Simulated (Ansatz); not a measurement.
`OC[SiH2]Cl` + H–F → `OC[SiH2]F` + HCl  (ligand exchange at the Si–Cl bond)

Calculated with Ansatz (gas phase, PBE0-D4/def2-TZVP geometries, no zero-point term in ΔE). CCSD(T)/CBS adds triple-zeta CCSD(T) − MP2 to the extrapolated MP2 energy (def2 sets, frozen cores). This one scheme is used for every species. Each species was taken in one conformer, which may not be the lowest.

`OC[SiH2]Cl`:

```xyz
9

O    -1.075    1.257    0.566
C    -0.734   -0.117    0.540
Si    0.633   -0.484   -0.701
Cl    2.188    0.794   -0.232
H    -0.272    1.764    0.726
H    -1.637   -0.662    0.246
H    -0.452   -0.490    1.535
H     1.129   -1.879   -0.589
H     0.221   -0.183   -2.091
```

H–F:

```xyz
2

F     0.305   -0.320    0.128
H    -0.305    0.320   -0.128
```

`OC[SiH2]F`:

```xyz
9

O     1.723    0.192    0.166
C     0.514    0.507   -0.512
Si   -0.976   -0.217    0.369
F    -0.688   -1.792    0.515
H     1.797   -0.764    0.226
H     0.543    0.188   -1.564
H     0.437    1.599   -0.527
H    -2.227   -0.045   -0.412
H    -1.124    0.331    1.739
```

HCl:

```xyz
2

Cl    0.317    0.546   -0.099
H    -0.317   -0.546    0.099
```

| species | CCSD(T)/CBS(def2) energy (Eh) |
| --- | --- |
| `OC[SiH2]Cl` | -865.12709 |
| H–F | -100.39570 |
| `OC[SiH2]F` | -505.15298 |
| HCl | -460.38127 |

**Question.** Work out ΔE.

**Answer.** ΔE = (-505.15298) + (-460.38127) − (-865.12709) − (-100.39570) = -0.01146 Eh = -30.1 kJ/mol.

Largest T1 diagnostic among the species: 0.011.

At CCSD(T), def2-SVP lies −4.0 kJ/mol from the extrapolated value and def2-TZVPP −4.2 kJ/mol. The D4 term adds +6.2 kJ/mol with B3LYP and +3.3 kJ/mol with PBE0; it sums over pairs of atoms, weighted by their polarisabilities, and B3LYP, whose exchange is more repulsive, gets the larger term.

B3LYP here is the variant with VWN-RPA as its local correlation; programs differ in this.
